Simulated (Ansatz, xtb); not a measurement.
# Relative energy of two structures of C4H8B2Cl2

Structure a: `C=CB(C)CB(Cl)Cl`, a singlet. Structure b: a singlet given by its coordinates. Both are isolated molecules in the gas phase, relaxed with PBE-D3(BJ)/def2-SVP; the shapes shown needn't be the lowest conformers.

a (Å):

```
atom    x (Å)    y (Å)    z (Å)
   C   0.9365  -2.1407  -0.5532
   C   0.4227  -1.3695  -1.5401
   C  -1.0054   0.7221  -2.5192
   C  -1.3539  -0.0419   0.0852
   B  -0.6301  -0.2330  -1.3265
   B  -0.5481   1.0321   0.8710
  Cl  -0.7834   2.7627   0.5792
  Cl   0.6984   0.5790   2.0454
   H   1.7199  -2.8971  -0.7355
   H   0.6087  -2.0319   0.4953
   H   0.8222  -1.5301  -2.5602
   H  -0.1927   0.8584  -3.2616
   H  -1.8333   0.2108  -3.0682
   H  -1.3994   1.7102  -2.2099
   H  -2.3733   0.3523  -0.1079
   H  -1.3956  -0.9888   0.6574
```

b (Å):

```xyz
16

C    -1.0144    1.1717    1.2059
C    -0.3673    1.2846    2.4192
C    -0.4262    0.3899    0.0573
C    -0.9921   -1.0421   -0.0036
B    -2.4291    1.8406    1.0010
B    -1.1030    2.0447    3.4897
Cl   -2.7314    2.6659    2.8973
Cl   -0.6687    2.4128    5.1432
H    -3.3941    1.0980    0.8837
H    -2.4547    2.8314    0.2831
H     0.6291    0.8364    2.5796
H    -0.6540    0.9063   -0.8998
H     0.6800    0.3468    0.1530
H    -0.7560   -1.6014    0.9240
H    -0.5586   -1.5967   -0.8597
H    -2.0937   -1.0338   -0.1204
```

Close contacts (Å): C1–C2 1.38, C1–C3 1.51, C1–B5 1.58, C2–B6 1.51, C3–C4 1.54, B5–Cl7 2.09, B6–Cl7 1.84, B6–Cl8 1.75, C2–H11 1.10, C3–H12 1.11, C3–H13 1.11, C4–H14 1.11, C4–H15 1.11, C4–H16 1.11, B5–H9 1.22, B5–H10 1.22.

Quicker runs give these differences E(b) − E(a): GFN2-xTB −24.1 kcal/mol; HF/STO-3G +11.3 kcal/mol (at GFN2-xTB geometries); r2SCAN-D4/def2-SVP +18.3 kcal/mol (at GFN2-xTB geometries).

**Question.** Which of the two would you expect CCSD(T)/def2-SVP + ΔMP2/def2-TZVPP electronic energies to favour?

**Answer.** Structure a; the calculation gives E(b) − E(a) = +16.9 kcal/mol.

How the difference moves with the method:

| level | geometry | E(b) − E(a) (kcal/mol) | departure from the last row (kcal/mol) | job, with rough time for the two |
| --- | --- | --- | --- | --- |
| GFN2-xTB | GFN2-xTB | −24.1 | −41.0 | optimisation, 0.56 s |
| HF/STO-3G | GFN2-xTB | +11.3 | −5.7 | single point, 0.52 s |
| r2SCAN-D4/def2-SVP | GFN2-xTB | +18.3 | +1.4 | single point, 4.9 s |
| PBE-D3(BJ)/def2-SVP | PBE-D3(BJ)/def2-SVP | +13.6 | −3.4 | optimisation, 41 s |
| HF/def2-SVP | PBE-D3(BJ)/def2-SVP | +23.5 | +6.6 | part of the CCSD(T) run |
| MP2/def2-SVP | PBE-D3(BJ)/def2-SVP | +17.0 | +0.1 | part of the CCSD(T) run |
| CCSD(T)/def2-SVP | PBE-D3(BJ)/def2-SVP | +17.5 | +0.6 | single point |
| CCSD(T)/def2-SVP + ΔMP2/def2-TZVPP | PBE-D3(BJ)/def2-SVP | +16.9 |  | single point, 2.1 min |

GFN2-xTB puts the two in the other order. The largest departure from CCSD(T)/def2-SVP + ΔMP2/def2-TZVPP is that of GFN2-xTB, 41.0 kcal/mol. The last row adds to CCSD(T) the change of the MP2 difference between the two basis sets, here −0.6 kcal/mol.

With thermal terms from frequencies at re-optimised GFN2-xTB minima (ideal gas, soft modes damped towards free rotors, one conformer each, 298.15 K, 1 atm): the zero-point term adds +0.8 kcal/mol; ΔH is +16.8 and ΔG +19.2 kcal/mol.

The correlated steps freeze 16 core orbitals. Codes used: Ansatz 0.2.0, xtb 6.7.1; the last row on 4 threads of Arm Neoverse V1 on a shared host.
